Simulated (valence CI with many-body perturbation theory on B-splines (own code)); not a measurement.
**Ti⁸⁺: E2, M1, M2 decay**

Level of theory: valence CI with perturbative core correlation (CI+MBPT): four valence electrons over a frozen Dirac-Fock core [Ne], a basis of 11 s, 11 p, 9 d, 7 f, 5 g, 2 h, 1 i functions for each j, with the one-electron correlation potential Σ1 (screened to all orders), the two-electron term Σ2, the three-electron term Σ3, Breit, model QED; selected single and double excitations, second order for the rest, scaled by the run's own slope (own B-spline code, finite nucleus).

No measured levels were compared; by estimate levels of excited configurations hold to 0.05 to 0.15 % of their energy, terms of the ground configuration to about 0.5 %.

Lines 1 to 14 of 14 in falling wavelength, among levels below 590010 cm⁻¹, chosen from the decays that carry over 1 % of a level's rate. Wavelengths and rates use the calculated energies, so an error of 100 cm⁻¹ moves a line at 468.2 nm by 0.47 % and its rate by three times that or more. Electric multipoles are in the length gauge, E1 and E2 with the static RPA response of the core. S is in atomic units (e²a₀⁴ for E2 and M2, e²a₀⁶ for E3), for M1 in squared Bohr magnetons. Weak lines are less certain than strong ones. Lines between different terms over intervals too small for the method are left out, as are lines whose strength nearly cancels.

```tsv
λ vac (nm)	Upper	Lower	Type	A (s⁻¹)	S (a.u.)
3210	3s²3p² ³P_1	3s²3p² ³P_0	M1	5.39e-01	1.98e+00
2686	3s²3p3d ³F°_4	3s²3p3d ³F°_3	M1	1.05e+00	6.77e+00
2396	3s²3p² ³P_2	3s²3p² ³P_1	M1	9.61e-01	2.45e+00
468.2	3s²3p² ¹D_2	3s²3p² ³P_2	M1	9.74e+00	1.85e-01
391.7	3s²3p² ¹D_2	3s²3p² ³P_1	M1	5.69e+00	6.34e-02
306.4	3s²3p² ¹S_0	3s²3p² ¹D_2	E2	5.51e+00	1.33e+00
171.9	3s²3p² ¹S_0	3s²3p² ³P_1	M1	1.29e+02	2.43e-02
119.3	3s²3p3d ³F°_4	3s3p³ ³P°_2	E2	1.27e+01	2.46e-01
87.97	3s²3p3d ³F°_4	3s3p³ ³D°_3	E2	1.87e+00	7.92e-03
87.97	3s²3p3d ³F°_4	3s3p³ ³D°_3	M1	1.01e+00	2.29e-04
87.43	3s²3p3d ³F°_4	3s3p³ ³D°_2	E2	2.53e+00	1.04e-02
58.97	3s²3p3d ³F°_4	3s3p³ ⁵S°_2	E2	7.74e-01	4.43e-04
34.96	3s²3p3d ³F°_4	3s²3p² ¹D_2	M2	1.29e+01	5.43e-04
32.53	3s²3p3d ³F°_4	3s²3p² ³P_2	M2	1.44e+00	4.21e-05
```
